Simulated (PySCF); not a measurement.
Isomers of C5H9FSSi.

All values: PBE0/pcSseg-1 (PySCF) at GFN2-xTB geometries, gas phase, one conformer each.

Question: Rank by dipole moment, highest first.
A. `[CH3:1][S:2][SiH2:3][C:4]1=[CH:5][CH2:6][C@@H:7]1[F:8]` with C1–S2–Si3–C4 57°, S2–Si3–C4–C5 69°
B. `[CH3:1][C@@H:2]1[CH2:3][Si@@H:4]([F:5])[CH2:6][C:7]1=[S:8]` with C1–C2–C3–Si4 -86°, C2–C3–Si4–F5 -130°, C3–Si4–C6–C7 -5°, Si4–C6–C7–S8 -152°
C. `[CH2:1]=[CH:2]/[CH:3]=[C:4](/[SiH2:5][F:6])[S:7][CH3:8]` with C1–C2–C3–C4 -178°, C3–C4–Si5–F6 122°, C3–C4–S7–C8 -169°

Answer: B (3.18 D), A (2.39 D), C (0.94 D).

Question: Rank by the highest IAO charge on any atom, lowest value first.
A. `[CH2:1]=[CH:2]/[CH:3]=[C:4](/[SiH2:5][F:6])[S:7][CH3:8]` with C1–C2–C3–C4 -178°, C3–C4–Si5–F6 122°, C3–C4–S7–C8 -169°
B. `[CH3:1][CH2:2][C:3]1=[CH:4][S:5][C@@H:6]([F:7])[SiH2:8]1` with C1–C2–C3–C4 -109°, C3–C4–S5–C6 -7°, C4–S5–C6–F7 -110°, S5–C6–Si8–C3 -9°, C2–C3–Si8–C6 -173°
C. `[CH3:1][C@@H:2]1[CH2:3][Si@@H:4]([F:5])[CH2:6][C:7]1=[S:8]` with C1–C2–C3–Si4 -86°, C2–C3–Si4–F5 -130°, C3–Si4–C6–C7 -5°, Si4–C6–C7–S8 -152°
D. `[CH3:1][S:2][SiH2:3][C:4]1=[CH:5][CH2:6][C@@H:7]1[F:8]` with C1–S2–Si3–C4 57°, S2–Si3–C4–C5 69°

Answer: D (+0.672 e), B (+0.737 e), A (+1.072 e), C (+1.206 e).

Question: Rank by HOMO energy, lowest first.
A. `[CH3:1][S:2][SiH2:3][C:4]1=[CH:5][CH2:6][C@@H:7]1[F:8]` with C1–S2–Si3–C4 57°, S2–Si3–C4–C5 69°
B. `[CH3:1][C@@H:2]1[CH2:3][Si@@H:4]([F:5])[CH2:6][C:7]1=[S:8]` with C1–C2–C3–Si4 -86°, C2–C3–Si4–F5 -130°, C3–Si4–C6–C7 -5°, Si4–C6–C7–S8 -152°
C. `[CH2:1]=[CH:2]/[CH:3]=[C:4](/[SiH2:5][F:6])[S:7][CH3:8]` with C1–C2–C3–C4 -178°, C3–C4–Si5–F6 122°, C3–C4–S7–C8 -169°

Answer: A (-6.69 eV), B (-6.30 eV), C (-6.10 eV).

All values together:

```
                  SMILES  μ (D)  HOMO (eV)  LUMO (eV)  lowest IAO charge (e)  highest IAO charge (e)  lowest Hirshfeld charge (e)  highest Hirshfeld charge (e)
C[C@@H]1C[Si@@H](F)CC1=S   3.18      -6.30      -2.03             -0.594 (C)             +1.206 (Si)                   -0.206 (F)                   +0.456 (Si)
 CCC1=CS[C@@H](F)[SiH2]1   2.45      -6.38      -0.53             -0.413 (C)             +0.737 (Si)                   -0.124 (F)                   +0.334 (Si)
     C=C/C=C(/[SiH2]F)SC   0.94      -6.10      -1.52             -0.544 (F)             +1.072 (Si)                   -0.201 (F)                   +0.414 (Si)
   CS[SiH2]C1=CC[C@@H]1F   2.39      -6.69      -1.04             -0.498 (C)             +0.672 (Si)                   -0.118 (C)                   +0.306 (Si)
```

Conformers: `[CH3:1][C@@H:2]1[CH2:3][Si@@H:4]([F:5])[CH2:6][C:7]1=[S:8]` with C1–C2–C3–Si4 -86°, C2–C3–Si4–F5 -130°, C3–Si4–C6–C7 -5°, Si4–C6–C7–S8 -152°; `[CH3:1][CH2:2][C:3]1=[CH:4][S:5][C@@H:6]([F:7])[SiH2:8]1` with C1–C2–C3–C4 -109°, C3–C4–S5–C6 -7°, C4–S5–C6–F7 -110°, S5–C6–Si8–C3 -9°, C2–C3–Si8–C6 -173°; `[CH2:1]=[CH:2]/[CH:3]=[C:4](/[SiH2:5][F:6])[S:7][CH3:8]` with C1–C2–C3–C4 -178°, C3–C4–Si5–F6 122°, C3–C4–S7–C8 -169°; `[CH3:1][S:2][SiH2:3][C:4]1=[CH:5][CH2:6][C@@H:7]1[F:8]` with C1–S2–Si3–C4 57°, S2–Si3–C4–C5 69°.
